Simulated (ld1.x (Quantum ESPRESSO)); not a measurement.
# Sm (Z = 62), PAW: configuration errors across variants

```
Element                 : Sm
Generator               : ld1.x (Quantum ESPRESSO) 7.5
Type                    : PAW
Functional              : PBEsol
Relativity              : scalar-relativistic
Frozen core             : [Kr] 4d10
Valence charge          : 16
Reference configuration : 4f6 5s2 5p6 5d0.5 6s1.5 6p0
Partial waves           : 5s (bound): rcut 1.80, rcutus 2.25 bohr; 6s (bound): rcut 1.80, rcutus 2.25 bohr; 5p (bound): rcut 2.20, rcutus 2.70 bohr; 6p (bound, empty): rcut 2.20, rcutus 2.70 bohr; 5d (bound): rcut 2.10, rcutus 2.85 bohr; 5d channel at 0.4 Ry: rcut 2.10, rcutus 2.85 bohr; 4f (bound): rcut 0.80, rcutus 1.10 bohr; 4f channel at 0.8 Ry: rcut 0.80, rcutus 1.10 bohr
Local potential         : all-electron potential smoothed inside 0.90 bohr (lloc = -1)
Core correction         : Bessel-smoothed model core inside 1.00 bohr
Augmentation charge     : BESSEL, radius 0.90 bohr
```

All-electron excitation energies from the reference (eV): (1) 4f6 5s2 5p6 5d0 6s2 6p0 -0.981; (2) 4f6 5s2 5p6 5d0 6s1 6p0 4.982; (3) 4f6 5s2 5p6 5d0 6s0 6p0 15.969.

The overlap operator is not positive definite (basis up to 400 Ry) in “base”, “all radii but the core radius scaled by about 1.10 (s 2.48, p 2.98, d 3.14, f 1.22 bohr, rcut 1.98/2.42/2.32/0.88); local potential all-electron potential smoothed inside 1.00 bohr (lloc = -1); augmentation BESSEL, radius 1.00 bohr”, “local potential all-electron potential smoothed inside 2.00 bohr (lloc = -1)”, “waves 5p (bound): rcut 2.20, rcutus 2.74 bohr; 6p (bound): rcut 2.20, rcutus 2.74 bohr”, “augmentation GAUSS, radius 0.75 bohr”, “waves 4f (bound): rcut 0.80, rcutus 1.58 bohr; 4f channel at 0.8 Ry: rcut 0.80, rcutus 1.58 bohr”, “local potential all-electron potential smoothed inside 1.05 bohr (lloc = -1)”. Such files are unfit for use, however small their errors in these radial tests.

2 further variants failed, have other tests or another functional or relativity, and are left out.

A true bound ghost makes a file unfit for plane-wave use even where its test errors are small: the radial tests pick states by their node count and pass the ghost by.

Errors AE − PS in meV (a dash: test not solved or not reliable):

```csv
change,(1),(2),(3),bound ghosts
base,+9.5,-0.1,-14,not determined (overlap not positive)
"all radii but the core radius scaled by about 1.10 (s 2.48, p 2.98, d 3.14, f 1.22 bohr, rcut 1.98/2.42/2.32/0.88); local potential all-electron potential smoothed inside 1.00 bohr (lloc = -1); augmentation BESSEL, radius 1.00 bohr",+24,+12,0.0,"d (s, p not tested, overlap not positive)"
local potential all-electron potential smoothed inside 2.00 bohr (lloc = -1),–,–,–,not determined (overlap not positive)
"waves 5p (bound): rcut 2.20, rcutus 2.74 bohr; 6p (bound): rcut 2.20, rcutus 2.74 bohr",+9.5,-0.1,-14,not determined (overlap not positive)
"augmentation GAUSS, radius 0.75 bohr",+9.9,+3.7,-16,not determined (overlap not positive)
"waves 4f (bound): rcut 0.80, rcutus 1.58 bohr; 4f channel at 0.8 Ry: rcut 0.80, rcutus 1.58 bohr",+1.2,-4.4,-16,not determined (overlap not positive)
local potential all-electron potential smoothed inside 1.05 bohr (lloc = -1),+7.8,+5.8,-1.2,not determined (overlap not positive)
```

Question: Give the same row for: waves 5d (bound): rcut 2.10, rcutus 2.38 bohr; 5d channel at 0.4 Ry: rcut 2.10, rcutus 2.38 bohr.

Answer: +1.3, -3.6, -13; bound ghosts: not determined (overlap not positive). Its overlap operator is not positive definite in a basis up to 400 Ry (lowest eigenvalue s -0.06, p -0.79), so the file is unfit for use: the generalised eigenproblem breaks down once the basis is large enough, and its test numbers describe a broken file.
